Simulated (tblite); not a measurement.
Calculated harmonic vibrations of the isolated species, GFN2-xTB (tblite), most abundant isotopes, no scaling. The method is semi-empirical: single wavenumbers can be off by several per cent or more. Modes of hydrogen on silicon can be 10 to 20 % off. One conformer each. Open shells enter through the occupations alone, without spin polarisation, and single modes of such species can be off by tens of per cent. Thermal functions are those of the rigid rotor and harmonic oscillator, without mixing of conformers.

**Question.** Order these by their zero-point energy, highest first (kJ/mol).
A. `C=C1C[C@@H](C[O])C1=C` [radical]
B. `C=CC(=O)N(C)[CH]C` [radical]
C. `[Si@H](F)([NH])N(C)C` [radical]
D. `C(=N/[H])/c1n[c]cnc1C` [radical]
E. `C=CC(C)(C)N[C]=O` [radical]
F. `CC1C[C](C(N)=O)C1` [radical]
G. `[H]/N=C\c1cocc1[C]=[N-]` [radical]

**Answer.** F (389.6), E (386.0), B (383.0), A (351.6), D (286.5), C (274.6), G (221.7).

```tsv
SMILES	atoms	mass (u)	symmetry number	modes under 300 cm⁻¹	ZPE (kJ/mol)	S translation (J/(mol K))	S rotation	S vibration	S spin	S	Cp
CC1C[C](C(N)=O)C1	18	112.08	1	6	389.6	159.4	113.7	63.7	5.8	342.6	106.6
C=CC(C)(C)N[C]=O	18	112.08	1	8	386.0	159.4	113.3	73.4	5.8	351.9	117.1
C=CC(=O)N(C)[CH]C	18	112.08	1	7	383.0	159.4	114.2	73.4	5.8	352.8	116.1
C=C1C[C@@H](C[O])C1=C	17	109.07	1	5	351.6	159.1	112.9	55.7	5.8	333.5	99.1
[H]/N=C\c1n[c]cnc1C	15	120.06	1	5	286.5	160.3	114.7	61.0	5.8	341.8	101.3
CN(C)[Si@H]([NH])F	14	107.04	1	7	274.6	158.8	109.3	63.7	5.8	337.7	107.1
[H]/N=C\c1cocc1[C]=[N-]	13	120.03	1	5	221.7	160.3	116.3	44.9	5.8	327.2	97.6
```

Entropies and Cp are for 200 K and 1 bar.
